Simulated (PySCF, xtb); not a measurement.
Al(All)(H)(Me) (C4H9Al), SMILES [CH3][AlH][CH2]C=C. Other conformers were not sampled.

Harmonic wavenumbers (cm⁻¹) from GFN2-xTB (xtb) at its own minimum, in rising order: 9, 36, 63, 68, 163, 358, 378, 428, 510, 553, 601, 623, 653, 720, 861, 940, 1006, 1017, 1095, 1165, 1292, 1299, 1401, 1428, 1442, 1449, 1693, 1753, 2855, 2867, 2910, 2915, 2926, 3020, 3092, 3117.

Problem. What does B3LYP-D3(BJ)/def2-SVP in PySCF 2.14.0 give at its own minimum? (Estimate from the structure and the level; the computed values follow.)

Solution. 76, 100, 144, 164, 309, 428, 450, 510, 553, 643, 661, 705, 739, 760, 875, 933, 950, 1000, 1046, 1198, 1220, 1303, 1412, 1429, 1432, 1452, 1623, 1932, 3013, 3092, 3093, 3109, 3126, 3138, 3186, 3241. Paired by order, the mean absolute difference is 81 cm⁻¹ and the zero-point energies are 66.8 and 70.1 kcal/mol.
